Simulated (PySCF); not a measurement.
CH₆O₂Si₂, SMILES O[Si@H]1OC[SiH2]1. Atoms are numbered in the order given.

```xyz
11

O      2.0117     1.0186     0.0693
Si     0.6051     0.4484    -0.6015
O      0.4045    -1.2239    -0.4680
C     -0.8329    -1.4597     0.2427
Si    -1.3849     0.3569     0.5992
H      2.1685     0.8118     0.9965
H      0.6679     0.9240    -2.0039
H     -1.5323    -2.0239    -0.3974
H     -0.6382    -2.0708     1.1407
H     -2.6824     0.7599    -0.0174
H     -1.3976     0.7257     2.0466
```
Charge 0, spin multiplicity 1.

Geometry optimised at ωB97X-D3(BJ)/def2-SVP. The structure was generated by enumeration; whether it is a known compound was not checked. Other conformers were not sampled.

Two levels are set side by side: PBE/pcSseg-1 (PySCF) and PBE0/pcSseg-1 (PySCF). GIAO shifts against H2O (¹⁷O), TMS (²⁹Si), TMS (¹H), TMS (¹³C) at the same level; non-relativistic, no solvent, atoms listed together averaged. Differences are taken from unrounded values.

```csv
quantity,PBE0
δ(¹⁷O) of O1 (ppm),88.8
δ(²⁹Si) of Si2 (ppm),15.2
δ(¹⁷O) of O3 (ppm),131.9
δ(¹³C) of C4 (ppm),58.6
δ(²⁹Si) of Si5 (ppm),-33.1
δ(¹H) of H6 (ppm),2.73
δ(¹H) of H7 (ppm),5.60
```

What does PBE give, and how far is it from PBE0? (Estimate from the structure and the level; the computed values follow.)


```json
[
 {"quantity": "δ(¹⁷O) of O1 (ppm)", "PBE": "104.2", "PBE minus PBE0": "15.4"},
 {"quantity": "δ(²⁹Si) of Si2 (ppm)", "PBE": "13.1", "PBE minus PBE0": "-2.1"},
 {"quantity": "δ(¹⁷O) of O3 (ppm)", "PBE": "155.5", "PBE minus PBE0": "23.6"},
 {"quantity": "δ(¹³C) of C4 (ppm)", "PBE": "61.3", "PBE minus PBE0": "2.7"},
 {"quantity": "δ(²⁹Si) of Si5 (ppm)", "PBE": "-36.1", "PBE minus PBE0": "-3.0"},
 {"quantity": "δ(¹H) of H6 (ppm)", "PBE": "2.81", "PBE minus PBE0": "0.08"},
 {"quantity": "δ(¹H) of H7 (ppm)", "PBE": "5.86", "PBE minus PBE0": "0.26"}
]
```

Rough cost on one machine, each run with all the roots and properties that it gave: PBE0 against PBE within a factor of 2.
